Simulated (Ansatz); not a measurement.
CH₅GaO₃, SMILES `C[O][Ga]([OH])[OH]`. Total charge 0; spin multiplicity 1.

```xyz
10

C    -0.953   -0.881    1.370
O     0.300   -0.289    1.109
Ga    0.685    0.436   -0.449
O    -0.579    0.402   -1.706
O     2.300    1.144   -0.646
H    -1.420   -0.385    2.227
H    -0.813   -1.938    1.622
H    -1.646   -0.823    0.523
H    -0.334    0.807   -2.539
H     2.460    1.526   -1.511
```

**Question.** List the harmonic frequencies (cm⁻¹, unscaled) at PBE0-D4/def2-TZVP in Ansatz. (Estimate.)

**Answer.** Ansatz gave: 50, 92, 116, 184, 200, 229, 274, 311, 625, 694, 729, 797, 867, 1128, 1179, 1211, 1482, 1494, 1502, 3012, 3082, 3083, 3912, 3915.

**Question.** Is this a minimum?

**Answer.** Yes, all 24 modes are real.

**Question.** Give the ideal-gas thermochemistry at 298.15 K and 1 bar (rigid rotor, harmonic oscillator; point group Cs, symmetry number 1).

**Answer.** Zero-point energy 180.4 kJ/mol; H(298) − E = 204.5 kJ/mol; entropy 375.8 J/(mol·K), of which translation 170.0, rotation 112.2, vibration 93.6; G(298) − E = 92.5 kJ/mol. Modes under 100 cm⁻¹ are hindered rotations or soft bends, so the harmonic entropy is rough.
